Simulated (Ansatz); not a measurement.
`FC(F)=CC=C(F)F` + H₂O → `OC=C(F)F` + `C=C(F)F` at 298.15 K and 1 bar (formal hydrolysis of a C–C bond).

Calculated with Ansatz (gas phase, PBE0-D4/def2-TZVP geometries, no zero-point term in ΔE). CBS: MP2 limit from def2 TZ/QZ plus the TZ coupled-cluster correction, frozen cores. This one scheme is used for every species. One conformer a species, not always the lowest.

| species | CCSD(T)/CBS energy (Eh) | H − E (kJ/mol) | S (J/(mol·K)) |
| --- | --- | --- | --- |
| `FC(F)=CC=C(F)F` | -552.51407 | 168.1 | 355.6 |
| H₂O | -76.37941 | 66.4 | 188.7 |
| `OC=C(F)F` | -352.00832 | 125.1 | 300.5 |
| `C=C(F)F` | -276.85281 | 109.1 | 264.6 |

H − E and S are ideal-gas, rigid-rotor, harmonic terms from PBE0-D4/def2-TZVP, for one conformer and one mirror image of each species. 1 Eh = 2625.50 kJ/mol, R = 8.31446 J/(mol·K).

**Question.** By hand: ΔE, ΔH, ΔS and ΔG.

**Answer.** ΔE = (-352.00832) + (-276.85281) − (-552.51407) − (-76.37941) = 0.03235 Eh = 84.9 kJ/mol. Δ(H − E) = 125.1 + 109.1 − 168.1 − 66.4 = -0.3, so ΔH = 84.6 kJ/mol. ΔS = 300.5 + 264.6 − 355.6 − 188.7 = 20.8 J/(mol·K). ΔG = 84.6 − 298.15 × (20.8)/1000 = 78.4 kJ/mol.

**Question.** By hand: the equilibrium constant, and the temperature at which ΔG would vanish if ΔH and ΔS stayed fixed.

**Answer.** log₁₀ K = −ΔG/(RT ln 10) = -13.7. ΔG = 0 at ΔH/ΔS = 4067 K, far beyond where these terms or the molecules hold.

ΔH outweighs TΔS. A doubt of 5 kJ/mol in ΔE shifts log₁₀ K by 0.9 here. Other conformers and mirror images would add mixing entropy, several J/(mol·K) or more a flexible species. These are equilibria of isolated gas molecules and say nothing of rates. Largest T1 diagnostic: 0.013 (customary marks: 0.02 for closed shells, 0.045 for open ones).
